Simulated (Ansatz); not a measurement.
```yaml
atoms:
  - { symbol: H, position_ang: [0.5186, -0.0084, 0.0040] }
  - { symbol: H, position_ang: [-0.2586, 0.4482, -0.0088] }
  - { symbol: H, position_ang: [-0.2516, -0.4545, 0.0021] }
```

RHF-MP2 on singlet H₃(+) was run in several spherical basis sets with Ansatz (development build ahead of 0.2.0). Frozen core: 0 orbitals. Caution for RHF-MP2: bonds are stretched, where a single reference can fail; stretched shape with no unrestricted run beside it, a lower state can exist.

(1) Rank the basis sets by the total energy that they give, lowest first, with the distance from the lowest.
A. def2-TZVP
B. cc-pVTZ
C. STO-3G

Answers

(1) B (0.00 eV), A (0.12 eV), C (2.00 eV).
